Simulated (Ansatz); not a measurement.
BeBr₂⁺ (the lowest doublet isomer of a short search). Charge 1, multiplicity 2. Geometry PBE0-D4/def2-TZVP, basis def2-TZVP, Ansatz.

Cartesian coordinates in Å:
```
Be -0.001 0.000 0.000
Br 0.143 -1.713 0.984
Br -0.143 1.713 -0.984
```

```json
{"run": "A", "HOMO (eV)": "-13.97", "LUMO (eV)": "-13.70"}
{"run": "B", "HOMO (eV)": "-13.63", "LUMO (eV)": "-13.61"}
{"run": "C", "HOMO (eV)": "-14.23", "LUMO (eV)": "-13.43"}
{"run": "D", "HOMO (eV)": "-14.50", "LUMO (eV)": "-13.23"}
```

B3LYP takes the VWN-RPA correlation. HSE06 is defined as in plane-wave codes, on full-range PBE exchange. HOMO above LUMO, or a gap near zero within one spin, warns that the state may not be the lowest or that an electron is smeared out. The structure comes from a short search, and lower isomers may exist.

HOMO and LUMO are taken over both spins.

Q: The runs used B3LYP, HSE06, PBE, r2SCAN. Estimate which is which.

A: A r2SCAN (0 % exact exchange); B PBE (0 % exact exchange); C HSE06 (range-separated); D B3LYP (20 % exact exchange). Exact exchange lowers occupied and raises empty levels; among semilocal functionals meta-GGAs tend to open the gap a little, and such runs are hard to tell apart. The gap grows from 0.02 eV (PBE) to 1.27 eV (B3LYP). At PBE-D4/def2-TZVP the gap within one spin of the charge 1 doublet nearly closes, so an electron or hole may be smeared out by delocalisation error.
